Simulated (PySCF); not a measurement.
An unknown is described by computed data only.

Formula: C4AlN4; charge -1.

| Property | Result |
| --- | --- |
| XPS | C1s 288.1 (×4), N1s 401.7 (×4), Al1s 1564.4 eV [ΔSCF SCAN, pcX-2 on the ionised atom, pcseg-1 elsewhere, spin-free X2C] |
| Polarisability | 84.9 au [wB97X-D/def2-SVPD] |
| 13C NMR | chemical shifts (computed TMS as zero) by class: 137.2 (4 C) ppm [GIAO B3LYP/pcSseg-2] |
| Rotational structure | rotational constants A, B, C: 1.031, 1.027, 1.024 GHz [PBE0-D3(BJ)/def2-SVP] |
| UV, first state | lowest singlet excitation: 7.04 eV (176 nm, f = 0.000) [TDDFT wB97X-D/def2-SVPD] |
| Valence photoelectron | vertical electron detachment energy: 8.61 eV [ΔSCF wB97X-D/def2-SVPD] |
| Triplet | lowest triplet excitation (Tamm–Dancoff): 5.95 eV [TDA wB97X-D/def2-SVPD] |
| NMR, other nuclei | isotropic shieldings of nuclei other than C and H, by class: -86 (4 N), 502 (1 Al) ppm [GIAO B3LYP/pcSseg-2] |

Electronic properties: PySCF, gas phase, density fitting. Levels stand in brackets. Geometry: PBE0-D3(BJ)/def2-SVP; no solvent, vibrations or thermal averaging. No diffuse functions stand in pcSseg-2, which bears on an anion's orbital energies. Each NMR value is the plain mean over a class of atoms that symmetry, rotation or inversion makes alike.

**Question.** Propose a structure and show how it fits.

**Answer.** Numbering: `[N:1]#[C:2][Al-:3]([C:4]#[N:5])([C:6]#[N:7])[C:8]#[N:9]`. 4 carbons fall into 1 class: cyano carbon [C2/C4/C6/C8] (137.2 ppm, 4 C). The other shieldings belong to: -86 ppm, cyano nitrogen [N1/N5/N7/N9]; 502 ppm, aluminium bonded to 4 C [Al3]. The core levels belong to: C1s 288.1 eV, cyano carbon [C2/C4/C6/C8]; N1s 401.7 eV, cyano nitrogen [N1/N5/N7/N9]; Al1s 1564.4 eV, aluminium bonded to 4 C [Al3]. The hole state at 288.1 eV has ⟨S²⟩ = 0.83 against 0.75, so that value is less sure. The optimised geometry has point group Td and is a spherical top (the spread among constants that symmetry makes equal is optimisation noise). Structure: `[C]([Al-]([C]#N)([C]#N)[C]#N)#N`. The assignments are read from this structure; whether some other isomer fits the data as well wasn't checked.
